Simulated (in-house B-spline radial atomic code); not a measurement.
A run on Tb (an excited or competing configuration) that did not converge. Method: scalar-relativistic (X2C) LC-wPBE, spin-polarised, spherical fractional occupations, Fermi nucleus of rms radius 5.06 fm; computed with an all-electron radial atomic-structure program (B-spline basis).

Command:
```bash
python run_scf.py task.json out
```
Settings (nuclear radius in fm, mass in u):
```
Z                65
configuration    [Xe] 4f9 5d1 6s1
hamiltonian      x2c
method           lc_wpbe
spin_polarised   True
nucleus          fermi
rms_radius       5.06
atomic_mass      158.92535
speed_of_light   137.035999084
```

First and last ten iterations of the last attempt (damped for 15 steps, keeping 80 % of the old Fock matrix, then DIIS):
```
 iter        energy (Eh)    residual
    1      -11662.480146    6.98e-01
    2      -11667.485022    1.28e+00
    3      -11687.293649    7.86e-01
    4      -11697.897184    4.92e-01
    5      -11703.224388    3.26e-01
    6      -11705.724870    2.16e-01
    7      -11706.831543    1.40e-01
    8      -11707.310008    9.06e-02
    9      -11707.525526    6.42e-02
   10      -11707.632928    4.99e-02
  111      -11707.760857    1.59e-02
  112      -11707.749765    1.86e-02
  113      -11707.787966    4.49e-03
  114      -11707.789727    2.44e-03
  115      -11707.790255    1.38e-03
  116      -11707.790503    1.59e-04
  117      -11707.790250    1.55e-03
  118      -11707.790356    1.20e-03
  119      -11707.790389    1.07e-03
  120      -11707.790401    1.01e-03
 not converged after 120 iterations
```

The smallest residual met was 1.6e-04; the threshold is about 6e-07. No energy from this run should be used. Time taken, with all properties: 70 s on 1 thread of Arm Neoverse V2, on a shared host.
